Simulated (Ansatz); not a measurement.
Start from `B[Si](C)(F)Cl` and change one atom or group to get `C[Si](F)(Cl)N=C=O`.

Ansatz, PBE0-D4/def2-TZVP geometries, multiplicity 1. Each molecule was computed in one conformer, which needn't be the lowest.

| property | `B[Si](C)(F)Cl` |
| --- | --- |
| HOMO–LUMO gap (B3LYP/def2-TZVPP) / eV | 5.19 |
| LUMO energy (PBE0/def2-TZVPP) / eV | -2.66 |
| HOMO–LUMO gap (PBE/def2-TZVPP) / eV | 3.31 |
| size of the dipole moment (ωB97M-V/def2-TZVPP) / D | 2.19 |
| HOMO–LUMO gap (PBE0/def2-TZVPP) / eV | 5.58 |
| HOMO energy (PBE/def2-TZVPP) / eV | -6.96 |

(1) What does the change do to each property? (Estimate.)

## Answers

(1) The calculation gave: 
| property | `C[Si](F)(Cl)N=C=O` | shift |
| --- | --- | --- |
| HOMO–LUMO gap (B3LYP/def2-TZVPP) / eV | 8.79 | 3.60 |
| LUMO energy (PBE0/def2-TZVPP) / eV | 0.13 | 2.79 |
| HOMO–LUMO gap (PBE/def2-TZVPP) / eV | 6.85 | 3.54 |
| size of the dipole moment (ωB97M-V/def2-TZVPP) / D | 2.37 | 0.18 |
| HOMO–LUMO gap (PBE0/def2-TZVPP) / eV | 9.29 | 3.71 |
| HOMO energy (PBE/def2-TZVPP) / eV | -7.73 | -0.77 |

With PBE0 the HOMO falls by 0.92 eV and the LUMO rises by 2.79 eV, so the gap widens by about 3.71 eV. PBE moves the HOMO by -0.77 eV and ωB97M-V by -0.99 eV. Dipoles are sizes alone; their direction can turn.

B3LYP here is the variant with VWN-RPA as its local correlation; programs differ in this.
